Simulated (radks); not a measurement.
Values are calculated unless marked as measured or tabulated.
The lanthanum ion La2+ is in [Xe] 4f1. Level of theory: scalar-relativistic Kohn-Sham, PBE, spin-polarised, spherical densities, finite nucleus; Fermi nuclear charge, rms radius of each element as measured or else 0.836 A^(1/3) + 0.57 fm (a radial shooting solver on a logarithmic mesh with Libxc functionals). Open shells are filled with parallel spins first. One electron is removed from 4f, 5s, 5p, 4d in turn, with full relaxation. Which removal costs least, and what does each cost?

Answer. 4f 19.460 eV; 5p 37.328 eV; 5s 53.822 eV; 4d 118.80 eV. The 4f electron leaves first.
